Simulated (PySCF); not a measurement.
**Radial density of Kr(3+) (krypton, charge +3)**

B3LYP, [Ar] 3d10 4s2 4p3, high-spin 4S determinant. All numbers are calculated (PySCF 2.14, the non-relativistic Hamiltonian (point nucleus), in pcseg-2).

```tsv
r (bohr)	4πr²ρ (e/bohr)	4πr²(ρα − ρβ)
0.000815	0.2541	0.0000
0.00137	0.6910	0.0000
0.00231	1.827	0.0000
0.00388	4.617	-0.0001
0.00653	10.80	0.0000
0.0110	22.20	0.0007
0.0185	36.91	0.0054
0.0311	44.13	0.0291
0.0522	37.72	0.1064
0.0879	42.89	0.2115
0.148	51.96	0.0841
0.249	31.19	0.0859
0.418	36.90	0.5054
0.703	18.87	0.0143
1.18	5.344	1.9028
1.99	2.245	1.4683
3.35	0.1164	0.0869
5.63	0.0001713	0.0002
```
